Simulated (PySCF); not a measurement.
Spin-rotation constants: `COC[SiH2]SC`, C3H10OSSi

Geometry:
```csv
atom,x (Å),y (Å),z (Å)
C1,-3.108,-0.101,0.236
O2,-2.328,-1.133,-0.289
C3,-1.109,-1.330,0.386
Si4,0.266,-0.226,-0.331
S5,2.003,-0.523,0.887
C6,3.194,0.539,0.008
H7,-4.016,-0.024,-0.378
H8,-3.406,-0.305,1.283
H9,-2.590,0.877,0.216
H10,-0.815,-2.384,0.245
H11,-1.213,-1.178,1.479
H12,0.543,-0.609,-1.750
H13,-0.138,1.216,-0.332
H14,4.147,0.462,0.550
H15,2.872,1.590,0.010
H16,3.347,0.199,-1.026
```

The calculation used PySCF, GIAO B3LYP/pcSseg-1 magnetisability, rotational g tensor and spin-rotation constants, non-relativistic, gas phase. Geometry: PBE0-D3(BJ)/def2-SVP.

**Question.** Give the nuclear spin-rotation constants along the inertial axes (H = +C I·J) beside the isotropic shieldings.

**Answer.** Rotational constants 7.1393, 0.8767, 0.8430 GHz. A star marks the isotopologue with that one atom substituted, in its own axes.
| atom | isotope | Caa (kHz) | Cbb (kHz) | Ccc (kHz) | mean (kHz) | σ (ppm) |
| --- | --- | --- | --- | --- | --- | --- |
| H7 | 1H | 0.121 | -0.062 | -0.083 | -0.008 | 27.8 |
| H8 | 1H | -0.639 | -0.016 | -0.044 | -0.233 | 28.4 |
| H9 | 1H | -0.271 | -0.037 | -0.063 | -0.124 | 28.1 |
| H10 | 1H | -0.760 | -0.026 | -0.009 | -0.265 | 27.4 |
| H11 | 1H | -0.775 | -0.058 | 0.007 | -0.275 | 28.5 |
| H12 | 1H | -0.589 | -0.056 | 0.014 | -0.210 | 27.0 |
| H13 | 1H | -0.557 | -0.008 | -0.030 | -0.198 | 26.6 |
| H14 | 1H | -0.002 | -0.074 | -0.085 | -0.053 | 29.3 |
| H15 | 1H | -0.681 | -0.033 | -0.044 | -0.253 | 29.5 |
| H16 | 1H | -0.699 | -0.082 | 0.005 | -0.259 | 29.5 |
| C1 | 13C* | 1.680 | 0.204 | 0.151 | 0.678 | 118.2 |
| O2 | 17O* | -0.425 | -0.056 | -0.014 | -0.165 | 340.0 |
| C3 | 13C* | 1.169 | 0.201 | 0.220 | 0.530 | 118.0 |
| Si4 | 29Si* | -3.952 | -0.583 | -0.513 | -1.683 | 370.2 |
| S5 | 33S* | 0.855 | 0.149 | 0.170 | 0.391 | 699.6 |
| C6 | 13C* | 1.053 | 0.126 | 0.127 | 0.435 | 164.0 |

For the geometry as given, no vibrational averaging.

**Question.** How do the rotational constants and the g tensor change when H7, H8, H9, H10, H11, H12, H13, H14, H15, H16 are replaced by deuterium?

**Answer.** Constants 5.3704, 0.7648, 0.7353 GHz; g -0.0389, -0.0053, -0.0052, against -0.0509, -0.0061, -0.0060 before.
